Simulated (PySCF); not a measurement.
# Relaxation of quintet NiSe₂

Level of theory: UPBE0 in PySCF with Ni def2-TZVP, Se def2-TZVP; no relativity; density-fitted integrals. A (50,194) grid was used.

A hand-made bent start, of C2v symmetry, held to at least that symmetry:

Coordinates in bohr (charge 0 multiplicity 5):
```
Ni    0.0000    0.0000   -1.6547
Se    3.2197    0.0000    0.5998
Se   -3.2197    0.0000    0.5998
```

Optimiser trace:
```json
{"step": "0", "E − E(last) (kJ/mol)": "49.46", "largest gradient (Eh/bohr)": "0.03162"}
{"step": "1", "E − E(last) (kJ/mol)": "35.46", "largest gradient (Eh/bohr)": "0.01351"}
{"step": "2", "E − E(last) (kJ/mol)": "30.37", "largest gradient (Eh/bohr)": "0.00472"}
{"step": "3", "E − E(last) (kJ/mol)": "27.87", "largest gradient (Eh/bohr)": "0.00743"}
{"step": "4", "E − E(last) (kJ/mol)": "26.31", "largest gradient (Eh/bohr)": "0.00879"}
{"step": "5", "E − E(last) (kJ/mol)": "24.48", "largest gradient (Eh/bohr)": "0.00796"}
{"step": "6", "E − E(last) (kJ/mol)": "21.48", "largest gradient (Eh/bohr)": "0.00729"}
{"step": "7", "E − E(last) (kJ/mol)": "8.40", "largest gradient (Eh/bohr)": "0.00667"}
{"step": "8", "E − E(last) (kJ/mol)": "6.40", "largest gradient (Eh/bohr)": "0.00734"}
{"step": "9", "E − E(last) (kJ/mol)": "4.33", "largest gradient (Eh/bohr)": "0.00631"}
{"step": "10", "E − E(last) (kJ/mol)": "1.01", "largest gradient (Eh/bohr)": "0.00242"}
{"step": "11", "E − E(last) (kJ/mol)": "0.16", "largest gradient (Eh/bohr)": "0.00133"}
{"step": "12", "E − E(last) (kJ/mol)": "0.03", "largest gradient (Eh/bohr)": "0.00034"}
{"step": "13", "E − E(last) (kJ/mol)": "0.00", "largest gradient (Eh/bohr)": "0.00043"}
{"step": "14", "E − E(last) (kJ/mol)": "0.00", "largest gradient (Eh/bohr)": "0.00002"}
```

It ends at D∞h with Ni–Se 2.247 Å (×2); Se–Ni–Se 180.0° (after a last refinement on a finer grid). A frequency run shows a minimum. Other isomers or separated fragments may lie lower.

Final geometry:
```xyz
3
charge 0 multiplicity 5, angstrom
Ni    0.0000    0.0000    0.0000
Se    2.2465    0.0000    0.0000
Se   -2.2465    0.0000    0.0000
```

With open d or f shells other occupations or spin states may lie lower.

The relaxation took roughly 27 core-minutes on a shared host.
